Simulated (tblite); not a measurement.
Compound: C6H8AlFO2.
Numbering: `[CH2:1]=[CH:2][C:3]1=[O+:4][AlH2-:5][O:6][C:7]([F:8])=[CH:9][CH2:10]1` (hydrogens: H11, H12 on C1; H13 on C2; H14, H15 on Al5; H16 on C9; H17, H18 on C10)
Bond orders are those of one Lewis drawing.

Computed with GFN2-xTB (tblite), gas phase: L-BFGS steps from a force-field or distance-geometry start until the largest atomic force falls under 0.01 eV/Å.

Step 31: E = -841.5608 eV
```
atom  x, y, z in Å  |  force x, y, z in eV/Å
C1      2.6598   -0.3723    0.8216    0.039  -0.049   0.102
C2      1.5937   -1.0063    0.3400    0.054  -0.042  -0.138
C3      0.5394   -0.2381   -0.2951   -0.056   0.107  -0.044
O4      0.4780    1.0081   -0.1115   -0.069   0.184  -0.123
Al5    -0.7665    2.2983   -0.2128    0.031   0.124  -0.091
O6     -2.0271    1.1071    0.2282    0.094   0.166  -0.100
C7     -2.0298   -0.1179    0.5238    0.044  -0.030   0.020
F8     -2.8064   -0.4468    1.5751   -0.136  -0.048   0.205
C9     -1.2996   -1.1233   -0.0238    0.039   0.036  -0.051
C10    -0.4285   -0.8774   -1.2197    0.027   0.084  -0.089
H11     3.5304   -0.8791    1.1894    0.034  -0.144   0.073
H12     2.6810    0.7038    0.8470   -0.019   0.053   0.012
H13     1.5295   -2.0752    0.2422    0.067  -0.172   0.126
H14    -0.8504    2.7762   -1.6885   -0.128  -0.125   0.057
H15    -0.5219    3.2468    0.9624   -0.011   0.033   0.121
H16    -1.3343   -2.0943    0.4360    0.027  -0.073  -0.030
H17    -0.8266   -0.1202   -1.8942   -0.132  -0.081  -0.088
H18    -0.1295   -1.7834   -1.7319    0.095  -0.023   0.038
```

Step 32: E = -841.5674 eV
```
atom  x, y, z in Å  |  force x, y, z in eV/Å
C1      2.6350   -0.3729    0.8315    0.013  -0.012   0.039
C2      1.5728   -1.0134    0.3489    0.080  -0.022  -0.162
C3      0.5303   -0.2406   -0.3092   -0.063   0.030  -0.013
O4      0.4736    1.0091   -0.1318    0.011   0.070  -0.151
Al5    -0.7617    2.2956   -0.2200    0.078   0.335   0.032
O6     -2.0196    1.1059    0.2164   -0.017  -0.081   0.038
C7     -2.0081   -0.1162    0.5263   -0.059   0.000   0.089
F8     -2.7583   -0.4541    1.6021   -0.019   0.093   0.025
C9     -1.2795   -1.1219   -0.0263    0.046  -0.039  -0.074
C10    -0.4332   -0.8774   -1.2431    0.079   0.046  -0.030
H11     3.5039   -0.8711    1.2132    0.030  -0.152   0.105
H12     2.6563    0.7047    0.8290   -0.004   0.011   0.028
H13     1.5089   -2.0877    0.2793    0.025  -0.039   0.090
H14    -0.8528    2.8050   -1.6808   -0.137  -0.137   0.020
H15    -0.5132    3.2342    0.9772   -0.033  -0.045   0.027
H16    -1.2928   -2.0908    0.4485    0.019   0.046  -0.105
H17    -0.8383   -0.1191   -1.9145   -0.112  -0.122  -0.030
H18    -0.1320   -1.7830   -1.7582    0.063   0.019   0.071
```

Step 33: E = -841.5736 eV
```
atom  x, y, z in Å  |  force x, y, z in eV/Å
C1      2.6387   -0.3739    0.8325    0.003  -0.039   0.011
C2      1.5776   -1.0123    0.3432    0.064   0.011  -0.103
C3      0.5308   -0.2378   -0.3082   -0.031   0.026  -0.036
O4      0.4735    1.0124   -0.1313    0.028   0.018  -0.139
Al5    -0.7614    2.2991   -0.2203    0.058   0.281   0.090
O6     -2.0175    1.1067    0.2177   -0.026  -0.056   0.041
C7     -2.0110   -0.1154    0.5272   -0.012  -0.020   0.043
F8     -2.7663   -0.4523    1.5986   -0.025   0.084   0.040
C9     -1.2820   -1.1215   -0.0261    0.039   0.006  -0.060
C10    -0.4325   -0.8767   -1.2407    0.066   0.034  -0.033
H11     3.5066   -0.8763    1.2134    0.010  -0.129   0.092
H12     2.6616    0.7037    0.8311   -0.001   0.011   0.037
H13     1.5139   -2.0871    0.2757    0.017  -0.023   0.073
H14    -0.8579    2.7968   -1.6792   -0.135  -0.103  -0.030
H15    -0.5154    3.2379    0.9774   -0.030  -0.040   0.019
H16    -1.2980   -2.0911    0.4445    0.018   0.018  -0.080
H17    -0.8402   -0.1224   -1.9145   -0.103  -0.109  -0.035
H18    -0.1293   -1.7838   -1.7526    0.060   0.032   0.072
```

Q: Estimate the geometry and energy of step 34. (The exact step hangs on the optimiser's Hessian estimate; all steps are aligned on step 33, rigid shifts and turns removed.)

A: E = -841.5906 eV, largest force 0.245 eV/Å
```
atom  x, y, z in Å  |  force x, y, z in eV/Å
C1      2.6353   -0.3807    0.8428    0.102   0.006  -0.053
C2      1.5827   -1.0095    0.3239   -0.045   0.002   0.080
C3      0.5267   -0.2300   -0.3183    0.133  -0.065  -0.084
O4      0.4714    1.0222   -0.1454    0.078  -0.034  -0.108
Al5    -0.7539    2.3167   -0.2171   -0.028   0.054   0.237
O6     -2.0055    1.1081    0.2217   -0.051   0.045   0.062
C7     -2.0048   -0.1116    0.5318    0.103  -0.102  -0.088
F8     -2.7626   -0.4502    1.5994   -0.016   0.072   0.059
C9     -1.2740   -1.1174   -0.0286   -0.001   0.094   0.020
C10    -0.4310   -0.8757   -1.2488    0.000  -0.020  -0.039
H11     3.4902   -0.8974    1.2472   -0.115  -0.011   0.008
H12     2.6735    0.6991    0.8203    0.014  -0.085   0.100
H13     1.5172   -2.0882    0.2815   -0.041   0.079   0.003
H14    -0.8911    2.7863   -1.6650   -0.124   0.004  -0.194
H15    -0.5198    3.2510    0.9829   -0.005  -0.011   0.023
H16    -1.2848   -2.0873    0.4381    0.005  -0.026  -0.039
H17    -0.8547   -0.1401   -1.9307   -0.069  -0.053  -0.042
H18    -0.1234   -1.7894   -1.7471    0.060   0.052   0.058
```

The energy changes by -0.0171 eV. The first-order estimate −F·Δx gives -0.0279 eV and the mean of the old and new forces, exact on a quadratic surface, -0.0170 eV. The step makes an angle of 49° with the force vector and moves no atom by more than 0.043 Å.

The cost below is that of the whole relaxation. The run took 0.77 s on an Arm Neoverse V2 with one thread, shared host with 96 logical CPUs at a one-minute load of 45.
